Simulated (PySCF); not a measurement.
BiF2Br, SMILES [F][Bi]([F])[Br].

Geometry optimised at PBE-D3(BJ)/def2-SVP. The def2 effective core potentials stand for the cores of Bi; spin–orbit coupling is left out.

The numbers are results of PBE0/def2-TZVPD (PySCF), not measurements.

Estimate the frontier levels, gap, dipole moment and polarisability. (Estimate from the structure and the level; the computed values follow.)


```yaml
highest_occupied_level: -8.82 eV
lowest_empty_level: -2.47 eV
orbital_gap: 6.35 eV
dipole_moment: 0.957 e·Å
quadrupole, principal values (traceless, Buckingham form, about the centre of nuclear charge): -5.53, -4.64, 10.17 D·Å
mean_static_polarisability: 67.0 bohr³ (9.92 Å³)
polarisability_principal_values: 54.6, 58.1, 88.3 bohr³
```
